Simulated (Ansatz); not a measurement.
Geometry optimisation, RHF/def2-SVP (Ansatz).

Input:

```yaml
crystal:
  periodic: [false, false, false]
  atoms:
    - { symbol: Al, position_ang: [0.045618, -0.49957, -0.453231] }
    - { symbol: H, position_ang: [0.01668, -0.049371, 2.267244] }
    - { symbol: F, position_ang: [1.423472, 0.32974, -0.735406] }
    - { symbol: F, position_ang: [-1.383276, 0.175908, -0.874429] }
    - { symbol: O, position_ang: [0.110712, -2.077771, 0.245915] }
    - { symbol: H, position_ang: [-0.60045, -2.694959, 0.277774] }
    - { symbol: H, position_ang: [0.058545, -0.709077, 1.996134] }
basis:
  gaussian: { orbitals: def2-SVP }
hamiltonian:
  xc: hf
relax:
  f_tol: 0.03
  max_steps: 50
output:
  orbitals: {}
```

Run as:

```bash
$ ansatz run input.yaml --threads 1 --pin off --max-ram 2048MiB --backend cpu --events-out ev --progress --plain --runs-dir out
```

Q: Where does it end, and by what steps?

A: It converged. After 10 steps the energy has fallen by 0.207 eV; H2 moved furthest, 0.49 Å.

```json
{"step": "0", "energy less start (eV)": "0.0000", "largest force component (eV/Å)": "1.446", "accepted": "yes"}
{"step": "1", "energy less start (eV)": "-0.0886", "largest force component (eV/Å)": "1.356", "accepted": "yes"}
{"step": "2", "energy less start (eV)": "-0.1187", "largest force component (eV/Å)": "1.169", "accepted": "yes"}
{"step": "3", "energy less start (eV)": "-0.1474", "largest force component (eV/Å)": "1.030", "accepted": "yes"}
{"step": "4", "energy less start (eV)": "-0.1792", "largest force component (eV/Å)": "0.666", "accepted": "yes"}
{"step": "5", "energy less start (eV)": "-0.1801", "largest force component (eV/Å)": "0.585", "accepted": "yes"}
{"step": "6", "energy less start (eV)": "-0.1978", "largest force component (eV/Å)": "0.410", "accepted": "yes"}
{"step": "7", "energy less start (eV)": "-0.2011", "largest force component (eV/Å)": "0.700", "accepted": "yes"}
{"step": "8", "energy less start (eV)": "-0.2060", "largest force component (eV/Å)": "0.187", "accepted": "yes"}
{"step": "9", "energy less start (eV)": "-0.2065", "largest force component (eV/Å)": "0.075", "accepted": "yes"}
{"step": "10", "energy less start (eV)": "-0.2071", "largest force component (eV/Å)": "0.025", "accepted": "yes"}
```

```xyz
7
Properties=species:S:1:pos:R:3
Al 0.032 -0.586 -0.224
H 0.027 0.243 1.869
F 1.421 0.251 -0.464
F -1.380 0.211 -0.491
O 0.082 -2.234 0.019
H -0.563 -2.918 0.005
H 0.053 -0.493 2.010
```

Whether the end is a true minimum wasn't checked by a vibrational analysis.

The run took 11 s on 1 thread of Arm Neoverse V2, on a shared host, peak memory 0.12 GiB.
